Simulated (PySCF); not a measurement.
PySCF input (M06-2X/6-311+G**):

```python
from pyscf import gto, dft

mol = gto.M(
    atom='''
    Si    2.37624600   -0.55272600   -0.30569800
    O     0.76088400   -0.86803200   -0.45494100
    Si   -0.74365000   -0.36431200   -0.18296100
    Cl   -1.04151200   -0.10300300    1.82907000
    Cl   -1.06248900    1.42912200   -1.12499000
    H     3.10100900   -1.70034600   -0.88557200
    H     2.71757800   -0.39825800    1.12399700
    H     2.70520800    0.68705500   -1.03987700
    H    -1.69920200   -1.34967300   -0.68716100
    ''',
    basis='6-311+g**',
    charge=0,
    spin=0,
    verbose=4,
)

mf = dft.RKS(mol, xc='m062x').density_fit(auxbasis='def2-universal-jkfit')
mf.grids.level = 4
mf.conv_tol = 1e-9
mf.max_cycle = 100
mf.max_memory = 1500
mf.kernel()
if not mf.converged:
    mf = mf.newton()
    mf.kernel(mf.make_rdm1())
mf.dip_moment()
```

From the output:

```
atomic radii adjust function: <function treutler_atomic_radii_adjust>
small_rho_cutoff = 0
Set gradient conv threshold to 3.16228e-05
Initial guess from minao.
tot grids = 206312
******** <class 'pyscf.df.df.DF'> ********
auxbasis = def2-universal-jkfit
init E= -1577.49689488594
  HOMO = -0.371125657562399  LUMO = -0.0348042372081236  gap/eV = 9.15177
cycle= 1 E= -1577.05756312492  delta_E= 0.439  |g|= 0.715  |ddm|= 2.72
  HOMO = -0.336979834508396  LUMO = -0.00113741406471227  gap/eV = 9.13874
cycle= 2 E= -1577.02967479749  delta_E= 0.0279  |g|= 0.851  |ddm|= 1.49
  HOMO = -0.386425486101547  LUMO = -0.00204731636952276  gap/eV = 10.45946
cycle= 3 E= -1577.15554036054  delta_E= -0.126  |g|= 0.0881  |ddm|= 0.755
  HOMO = -0.389735114630522  LUMO = 0.00297608229492662  gap/eV = 10.68622
cycle= 4 E= -1577.156963097  delta_E= -0.00142  |g|= 0.0336  |ddm|= 0.166
  HOMO = -0.38921647758045  LUMO = 0.00247814375365288  gap/eV = 10.65855
cycle= 5 E= -1577.15722218267  delta_E= -0.000259  |g|= 0.00457  |ddm|= 0.0582
  HOMO = -0.389245692800442  LUMO = 0.00230428772554608  gap/eV = 10.65462
cycle= 6 E= -1577.15722674153  delta_E= -4.56e-06  |g|= 0.0013  |ddm|= 0.00841
  HOMO = -0.38926858847291  LUMO = 0.00230300053182735  gap/eV = 10.65521
cycle= 7 E= -1577.15722715546  delta_E= -4.14e-07  |g|= 0.000162  |ddm|= 0.00214
  HOMO = -0.389242393872714  LUMO = 0.00230613647560563  gap/eV = 10.65458
cycle= 8 E= -1577.15722716516  delta_E= -9.7e-09  |g|= 4.9e-05  |ddm|= 0.000549
  HOMO = -0.389251380482073  LUMO = 0.00230582089640384  gap/eV = 10.65481
cycle= 9 E= -1577.15722716587  delta_E= -7.11e-10  |g|= 1.07e-05  |ddm|= 0.000145
  HOMO = -0.389249045908129  LUMO = 0.00230614136620994  gap/eV = 10.65476
Extra cycle  E= -1577.1572271659  delta_E= -2.91e-11  |g|= 6.34e-06  |ddm|= 3.43e-05
converged SCF energy = -1577.1572271659
Dipole moment(X, Y, Z, Debye):  1.11049, -0.96891, -0.51188
```

The geometry given is a B3LYP-D3(BJ)/def2-TZVP minimum.
